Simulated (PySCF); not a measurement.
The multiplicity is imposed and other spin states were not computed.

Cartesian coordinates (Å):
```xyz
7

Cu     0.0032    -0.0476    -0.0088
O     -1.5392    -2.4922     0.6742
C     -0.9411    -1.5507     0.4087
C      0.9903     1.5482    -0.4407
H      2.0817     1.3583    -0.4649
H      0.8108     2.3491     0.3036
H      0.7026     1.9488    -1.4329
```
Charge 0, spin multiplicity 1.

Problem. Estimate the charge on the central atom (meta-Löwdin), HOMO–LUMO gap, charge on the central atom (Mulliken), total energy, LUMO, dipole moment, mean C–O bond length of the carbonyls and HOMO that TPSSh-D3(BJ)/def2-TZVP // TPSS-D3(BJ)/def2-SVP (PySCF) returns for this input.

Solution. 
| Quantity | Value |
|---|---|
| charge on the central atom (meta-Löwdin) | 0.53 e |
| HOMO–LUMO gap | 3.35 eV |
| charge on the central atom (Mulliken) | -0.09 e |
| total energy | -1793.8496 Ha |
| LUMO | -2.68 eV |
| dipole moment | 0.527 e·Å |
| mean C–O bond length of the carbonyls | 114.7 pm |
| HOMO | -6.03 eV |
